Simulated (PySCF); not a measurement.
## Structure from NMR data

The spectra below were simulated for a compound C5H8O4Si.

¹H NMR (300 MHz, computed): δ 6.08 (m, 1H), 5.90 (m, 1H), 5.77 (m, 1H), 4.94 (s, 3H), 4.93 (d, 2H).

¹³C{¹H} NMR (computed): δ 163.4 (C), 162.9 (C), 139.9 (CH), 130.5 (CH2), 71.8 (CH2).

A single conformation, no relativistic terms, equivalent nuclei averaged, isolated molecule. σ from GIAO-PBE0/pcSseg-1; GFN2-xTB structure; PySCF.

Scale: ¹H (σref 31.72) and ¹³C (σref 186.93) against TMS (reference shieldings calculated alike).

Q: Which of these isomers gave the spectra?
A. C=C[C@@H]1O[SiH2]O[C@@H](C=O)O1
B. O=C(O[SiH3])C(=O)OC1CC1
C. C=CCOC(=O)C(=O)O[SiH3]

A: C. 

- Rings plus π bonds: 3 (no ring in the answer).
- 5 carbon signals for 5 carbons: no two carbons are equivalent.
- Carbon types of the structure: 2 × C, 1 × CH, 2 × CH2, leaving 3 H on heteroatoms.
- δC 163.4: ester carbonyl carbon; it is a carbonyl in resonance with an O or N lone pair, the region of acids, esters and amides.
- δC 162.9: carbonyl carbon.
- δC 139.9: alkene CH; the olefinic region.
- δC 130.5: terminal =CH2 carbon; as expected for a trigonal carbon in a double bond.
- δC 71.8: allylic sp3 CH2 bonded to O; deshielded by the electronegative neighbour.

The others: C=C[C@@H]1O[SiH2]O[C@@H](C=O)O1 would give 8 signals for carbon-bound and other non-exchanging H, not 5; O=C(O[SiH3])C(=O)OC1CC1 would give 4 carbon signals, not 5.

Shifts are as computed. Against solution values, carbons near 30 ppm lie about +3 ppm off and those near 130 ppm about +5 ppm. Of 1211 compounds with measured shifts, 218 miss one by over three times the rms of a fit or turn the order of signals round; such compounds aren't used in these exercises. Multiplicities follow the n + 1 count of equivalent neighbours, as no J values were calculated; m marks all less simple cases, F and P coupling included.
